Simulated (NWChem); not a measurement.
Molecule: C2HCl2, doublet; SMILES Cl/[C]=C/Cl

Program: NWChem. Pople sets run with spherical d functions. Spin-unrestricted. Spin-contaminated determinants: UHF/6-31G* (<S²> = 1.04). In the optimisation the excess spin sits in a' (Cs, its own frame). No stability test was run on the SCF state. The level has its own optimisation; frequencies are unscaled. Brackets give each atom's bonded neighbours.

Problem. Estimate the computed values for UHF/6-31G*. Quantities: r C–Cl [C(CCl)–Cl(C)] (Å); r C–C (Å); r C–Cl [C(CClH)–Cl(C)] (Å); r C–H (Å); highest harmonic frequency (cm⁻¹); lowest (cm⁻¹); zero-point energy (kcal/mol); dipole (D).

Solution. 
```
Property                           Result
---------------------------------  ------
r C–Cl [C(CCl)–Cl(C)] (Å)           1.687
r C–C (Å)                           1.330
r C–Cl [C(CClH)–Cl(C)] (Å)          1.727
r C–H (Å)                           1.073
highest harmonic frequency (cm⁻¹)    3393
lowest (cm⁻¹)                         211
zero-point energy (kcal/mol)         13.8
dipole (D)                           1.10
```
